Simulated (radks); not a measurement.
Question: The magnesium ion Mg5+ is in [He] 2s2 2p3. All-electron calculation, scalar-relativistic Kohn-Sham, LDA (Slater exchange, Perdew-Wang correlation), spin-polarised, spherical densities, finite nucleus; Fermi nuclear charge, rms radius of each element as measured or else 0.836 A^(1/3) + 0.57 fm. Program: a radial shooting solver on a logarithmic mesh with Libxc functionals. Open shells are filled with parallel spins first. One electron is removed from 1s, 2s, 2p in turn, with full relaxation. Which removal costs least, and what does each cost?

Answer: 2p 187.28 eV; 2s 201.61 eV; 1s 1454.4 eV. The 2p electron leaves first.
